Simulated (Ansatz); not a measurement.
Cost and result for the atomization energy of CH₆F₂O₂Si₂ (`O[Si@H](F)C[Si@H](O)F`) (13 atoms, 12 bonds).

Cartesian coordinates in Å:
```
O 0.964 -1.455 -0.662
Si 1.154 -0.568 0.714
F 1.417 -1.566 1.934
C -0.426 0.352 0.948
Si -1.146 1.066 -0.614
O -1.364 -0.090 -1.735
F -0.107 2.173 -1.123
H 1.701 -1.984 -0.973
H 2.358 0.285 0.625
H -1.162 -0.342 1.371
H -0.270 1.149 1.682
H -2.441 1.747 -0.420
H -0.677 -0.769 -1.747
```

The species carries charge 0 and has multiplicity 1. Geometry: relaxed with PBE0-D4/def2-TZVP. It is one conformer, not always the lowest. Program: Ansatz. All runs use 2 threads of an AMD EPYC 7R13 on a shared host and a share of an NVIDIA H100 80 GB. Times are those of one run each, without the atoms' runs, and a repeat can differ threefold. Electronic energies, without spin–orbit coupling; frozen cores. CCSD(T)/CBS adds CCSD(T) − MP2 in def2-TZVPP to the MP2 limit, and its time is that of the two runs behind it. T1 = 0.012. B3LYP takes the VWN-RPA correlation (the form of Gaussian; ORCA's B3LYP/G).

CCSD(T)/CBS is a level of theory with its own doubt, some kJ/mol a heavy atom from the limit and from the frozen cores, so smaller differences don't rank the functionals.

| level | functions | wall time | atomization (kcal/mol) | difference from CCSD(T)/CBS | per bond |
| --- | --- | --- | --- | --- | --- |
| PBE0-D4/def2-TZVPP | 323 | 2.1 s | 1236.7 | -21.4 | -1.8 |
| PBE-D4/def2-TZVPP (with forces) | 323 | 2.4 s | 1260.2 | 2.1 | 0.2 |
| B3LYP-D4/def2-TZVPP (with forces) | 323 | 2.8 s | 1242.5 | -15.6 | -1.3 |
| B2PLYP/def2-TZVPP | 323 | 3.2 s | 1235.8 | -22.3 | -1.9 |
| ωB97X-V/def2-TZVPP | 323 | 3.6 s | 1253.7 | -4.4 | -0.4 |
| r2SCAN-D4/def2-TZVPP (with forces) | 323 | 3.6 s | 1252.4 | -5.7 | -0.5 |
| ωB97M-V/def2-TZVPP (with forces) | 323 | 4.7 s | 1254.4 | -3.7 | -0.3 |
| MP2/def2-QZVPP | 605 | 4.8 s | 1277.5 | 19.4 | 1.6 |
| CCSD(T)/def2-TZVPP | 323 | 8 s | 1220.8 | -37.3 | -3.1 |
| CCSD(T)/CBS(def2) | – | 13 s | 1258.1 | 0.0 | 0.0 |

The D4 term adds +12.4 kcal/mol with B3LYP and +6.6 kcal/mol with PBE0; it sums over pairs of atoms, weighted by their polarisabilities, and B3LYP, whose exchange is more repulsive, gets the larger term. In def2-TZVPP, CCSD(T) changes the Hartree–Fock value by +300.0 kcal/mol (the triples alone add +17.5 kcal/mol) and MP2 by +334.1 kcal/mol; breaking electron pairs costs correlation energy, which Hartree–Fock lacks. From PBE to PBE0 (25 % exact exchange), in def2-TZVPP and without D4, the atomization energy moves by −22.3 kcal/mol: exact exchange takes away binding that semilocal exchange gives to molecules.
